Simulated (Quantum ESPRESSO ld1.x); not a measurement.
Results of a calculation; reference values are marked as such.
Os XL, configuration [Kr] 4d1. Level of theory: scalar-relativistic Kohn-Sham, LDA (Slater exchange, VWN5 correlation), spin-polarised, spherical densities, point nucleus; open shells are filled with parallel spins first (ld1.x of Quantum ESPRESSO 7.5).

Radial electron density D(r) = 4 pi r^2 rho(r):

```
   r/bohr * D(r) (the largest magnitude, 139, reaches the edge; | marks zero)
 0.002192 |          *
 0.002787 |             *
 0.003543 |                  *
  0.00454 |                        *
 0.005772 |                              *
 0.007338 |                                   *
 0.009328 |                                       *
  0.01186 |                                        *
  0.01507 |                                       *
  0.01916 |                                     *
  0.02436 |                                    *
  0.03097 |                                        *
  0.03937 |                                                *
  0.05005 |                                                      *
  0.06363 |                                                    *
  0.08088 |                                            *
   0.1028 |                                        *
   0.1307 |                                              *
   0.1662 |                                               *
   0.2129 |                                *
   0.2707 |                 *
   0.3441 |              *
   0.4375 |           *
   0.5561 |    *
    0.707 |*
   0.8988 *
    1.143 *
```

D(r) has 3 maxima, at r = 0.0120, 0.0538, 0.151 bohr, and minima at 0.0229, 0.0988 bohr, inside which lie 1.89, 10.96 electrons.
